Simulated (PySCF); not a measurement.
# Steps of a relaxation of [Gd(NH2)2]+

[Gd(NH2)2]+ (singlet in the valence; each metal's 4f electrons, 7 of them, lie in its core potential, out of spins and levels). PySCF 2.14.0, RKS r2SCAN, Gd lcecp-1-SVP with ECP53, N def2-SVP, H def2-SVP; non-relativistic Hamiltonian with scalar-relativistic core potentials where named; density fitting; no spin-orbit coupling. Origin of the start: displaced along the imaginary mode. Columns: position (Å) and force (eV/Å). Energies are counted from the last step; some of the 30 steps are shown. Forces carry noise of the integration grid, about 0.01 to 0.03 eV/Å.

Run from Python with OMP_NUM_THREADS=2. Where DIIS fails, smearing, a level shift and second-order steps follow.
It took 2.4 min on 2 threads of Intel(R) Xeon(R) 6975P-C (Granite Rapids) (shared host), from the converged density of the start.

```xyz
7
step 0  E = 1.022 eV
Gd   -0.0380    0.0033    0.0000    -0.35    0.04   -0.01
N     0.1802   -0.0032    2.1890     0.17   -0.06   -0.01
H     0.7991    0.4807    2.8572    -0.05   -0.07   -0.20
H    -0.3297   -0.6481    2.8164     0.06    0.11   -0.17
N     0.1825   -0.0286   -2.1890     0.15    0.02    0.09
H     0.7879   -0.5208   -2.8611    -0.03    0.05    0.16
H    -0.3408    0.6079   -2.8125     0.05   -0.09    0.14
```

```xyz
7
step 10  E = 0.189 eV
Gd   -0.9022    0.0670    0.0029     0.00   -0.01    0.01
N     0.2214   -0.0205    1.7845    -0.20   -0.23    0.37
H     1.1564    0.1822    2.1543    -0.05   -0.07   -0.23
H    -0.2919   -0.4405    2.5842     0.25    0.24   -0.22
N     0.2147   -0.0083   -1.7831    -0.16    0.23   -0.35
H     1.1462   -0.2531   -2.1394    -0.13    0.10    0.20
H    -0.3034    0.3645   -2.6034     0.30   -0.25    0.22
```

```xyz
7
step 19  E = 0.017 eV
Gd   -1.2143    0.0434    0.0034     0.35   -0.01   -0.01
N     0.1223   -0.1012    1.6282     0.07   -0.05    0.27
H     1.1429    0.0133    1.5393    -0.23   -0.05   -0.05
H    -0.0359   -0.3050    2.6281     0.00    0.09   -0.33
N     0.1293    0.0735   -1.6247    -0.20    0.07   -0.13
H     1.1329   -0.1206   -1.5568     0.02    0.01    0.07
H    -0.0360    0.2879   -2.6175    -0.01   -0.06    0.18
```

Question: Where does the relaxation end?

Answer: It converges at step 29 in C2v:
```xyz
7
step 29  E = 0
Gd   -1.1826    0.0357    0.0050
N     0.1259   -0.1239    1.6404
H     1.1447   -0.1695    1.5358
H    -0.0553   -0.1821    2.6469
N     0.1231    0.1004   -1.6396
H     1.1430    0.0537   -1.5438
H    -0.0576    0.1768   -2.6447
```

Question: How did the contacts change?

Answer: 
| contact | start (Å) | end (Å) |
| --- | --- | --- |
| Gd1–N2 (NH2) | 2.200 | 2.101 |
| Gd1–N5 (NH2) | 2.200 | 2.101 |


No frequency check is given that shows the relaxed geometry to be a minimum. An lcecp potential fixes the number of 4f electrons, so in runs with it no electron can move into or out of that shell.
